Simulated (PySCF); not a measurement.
Löwdin shares of the frontier orbitals

Species: C8H13N.
Cartesian coordinates in Å at the PBE0-D3(BJ)/def2-SVP level; atoms count from 1:
```
atom  x, y, z in Å
C1    -2.711    0.857   -0.665
C2    -2.849   -0.417   -0.297
C3    -1.515   -1.000    0.061
N4    -0.583   -0.008   -0.444
C5     0.701    0.033    0.179
C6     1.811    0.836   -0.522
C7     2.799   -0.278   -0.133
C8     1.594   -1.216    0.064
C9    -1.270    1.262   -0.592
H10   -3.515    1.538   -0.950
H11   -3.788   -0.971   -0.227
H12   -1.445   -1.140    1.167
H13   -1.336   -1.995   -0.387
H14    0.636    0.346    1.250
H15    2.008    1.863   -0.178
H16    1.627    0.848   -1.608
H17    3.307   -0.059    0.819
H18    3.562   -0.569   -0.870
H19    1.609   -1.926    0.904
H20    1.352   -1.759   -0.863
H21   -1.110    1.947    0.276
H22   -0.923    1.813   -1.486
```

Method: TDDFT PBE0/def2-SVPD, vertical, gas phase, core orbitals frozen in the response (PySCF).

Frontier orbitals with the atoms that hold most of them (Löwdin shares over 4%, at most four atoms; ? is withheld):

```
orbital  ε (eV)                           atoms
 HOMO-3   -8.81  C7 18%, C5 16%, C8 12%, C6 12%
 HOMO-2   -8.60   C6 22%, C8 22%, C5 17%, C7 9%
 HOMO-1   -7.24                               ?
   HOMO   -5.86     N4 48%, C9 9%, C3 9%, C5 6%
   LUMO    0.40                               ?
 LUMO+1    0.82     C9 7%, C3 7%, H14 7%, C6 6%
 LUMO+2    1.17  C7 18%, H18 13%, H17 9%, C6 6%
```

Which atoms hold the LUMO, and with what shares?

C2 (bonded to 2 C and H) 33%; C1 (bonded to 2 C and H) 33%; C3 (bonded to C, N and 2 H) 6%; C9 (bonded to C, N and 2 H) 6%.

Give the leading atoms of the HOMO-1.

C1 (bonded to 2 C and H) 32%; C2 (bonded to 2 C and H) 32%; N4 (bonded to 3 C) 7%; C9 (bonded to C, N and 2 H) 6%. By element: carbon 70% or more, nitrogen 7%.

The HOMO–LUMO gap is 6.26 eV. Where does the response calculation put the lowest singlet, and from which orbitals?

S1 is at 5.01 eV (f = 0.018), 1.25 eV below the gap, made of HOMO→LUMO (99%). Without the coupling terms of the response equations the lowest excitation would equal the gap.

Give energy, strength and leading configuration of S1, S2 and S8, and follow the Löwdin shares of the leading atoms from the occupied to the empty orbital.

- S1 (5.01 eV, f 0.018), HOMO→LUMO (99%): N4 48% → at most 6%, C9 9% → 6%, C2 at most 6% → 33%, C1 at most 6% → 33%
- S2 (5.62 eV, f 0.029), HOMO→LUMO+1 (95%): N4 48% → at most 7%, C9 9% → 7%, C3 9% → 7%
- S8 (6.98 eV, f 0.0060), HOMO-1→LUMO+1 (80%): C1 32% → at most 7%, C2 32% → at most 7%, C9 6% → 7%, C3 at most 6% → 7%

One conformer stands for the species.
